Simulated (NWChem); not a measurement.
**Total energies of PbS**

```xyz
2

Pb     0.0000     0.0000     0.3822
S      0.0000     0.0000    -1.9586
```
Charge 0, spin multiplicity 1.

All runs are NWChem calculations. Structure: optimised with PBE/def2-SVP with def2 effective core potentials on Pb, a minimum by its harmonic frequencies.

Basis set: def2-SVP (44 functions).

```csv
method,total energy (Ha)
RHF,-589.26829
MP2,-589.48754
B2PLYP,-590.52073
PBE,-590.84081
B3LYP,-591.06130
r2SCAN,-591.04040
CCSD(T),-589.51705
```

Total energies of different functionals aren't comparable as a measure of quality: only differences taken within one method are. 

Effective core potentials replace the inner electrons of Pb; spin-orbit coupling is left out. The correlated methods keep 9 core orbitals frozen. B3LYP has NWChem's definition, with VWN1-RPA local correlation. The structure started from a generated list of species. Coupled-cluster values serve here as a point of comparison, not as the truth.
